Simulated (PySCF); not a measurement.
## EuI2 at several levels of theory

Computed with PySCF 2.14.0 (density fitting, no spin-orbit coupling) at the geometry relaxed with PBE0:

```xyz
3
EuI2 (singlet in the valence; each metal's 4f electrons, 7 of them, lie in its core potential, out of spins and levels)
Eu    0.0000    0.0000   -0.0014
I     3.0135    0.0000    0.0825
I    -3.0135    0.0000    0.0825
```

```csv
level,basis,state,HOMO (eV),gap (eV),charge on Eu1 (e),population of f-type functions on Eu1 (polarisation alone where 4f lies in the core),dipole about the centre of mass (D),largest force component (eV/Å)
PBE0,"Eu lcecp-0-SVP with ECP53, I def2-SVP with ECP28",singlet,–,–,0.82,0.01,0.47,0.01
HF,the same,singlet,–,–,1.04,0.01,0.52,0.47
CAM-B3LYP,the same,singlet,–,–,0.80,0.01,0.48,0.05
```

In the lcecp rows the 4f levels are missing from HOMO and gap, and the state counts the valence alone.

Charges are Mulliken's, which hang on the basis. The relaxation used the grid (50, 194), these runs (75, 302) or, all-electron (x2c bases, spin-free X2C Hamiltonian), (99, 590).

Q: What does PBE0 with Eu lcecp-0-TZVP with ECP53, I def2-TZVP with ECP28 give here?

A: state singlet, charge on Eu1 (e) 1.13, population of f-type functions on Eu1 (polarisation alone where 4f lies in the core) 0.02, dipole about the centre of mass (D) 0.46, largest force component (eV/Å) 0.04. Time: 14 s on 2 threads of Arm Neoverse V1, on a shared host, from free ions and atoms.

An lcecp potential fixes the number of 4f electrons, so in runs with it no electron can move into or out of that shell.
